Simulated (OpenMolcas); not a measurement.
## CH4FGeN (SMILES [H]/N=[C](/F)[GeH3]): the dipole moment, rung by rung

CH4FGeN has 8 atoms, charge 0, and is taken as a singlet. SMILES: `[H]/N=[C](/F)[GeH3]`. The coordinates come from a PBE0-D4/def2-TZVP relaxation.

```xyz
8

N     1.8959    0.2223   -0.3485
C     0.9081    0.0273    0.3856
F     1.1374   -0.1271    1.7024
Ge   -1.0199   -0.1038   -0.0355
H     1.6172    0.3254   -1.3199
H    -1.7662    1.0069    0.7103
H    -1.1497    0.0716   -1.5539
H    -1.5307   -1.4796    0.4037
```

Quantity: the dipole moment, in D. The values are calculated.

```
                              level             kind     program  value (D)
    HF/6-31G* (spherical functions)     Hartree–Fock  OpenMolcas       3.53
 SVWN5/6-31G* (spherical functions)              LDA  OpenMolcas       2.67
  BLYP/6-31G* (spherical functions)              GGA  OpenMolcas       2.54
revPBE/6-31G* (spherical functions)              GGA  OpenMolcas       2.54
  TPSS/6-31G* (spherical functions)         meta-GGA  OpenMolcas       2.65
r2SCAN/6-31G* (spherical functions)         meta-GGA  OpenMolcas       2.82
M06-2X/6-31G* (spherical functions)  hybrid meta-GGA  OpenMolcas       3.07
 B3LYP/6-31G* (Cartesian functions)    global hybrid  OpenMolcas       2.83
```

All-electron rows without a relativistic Hamiltonian named are non-relativistic. The values span 2.54 to 3.53 D. Magnitudes only.
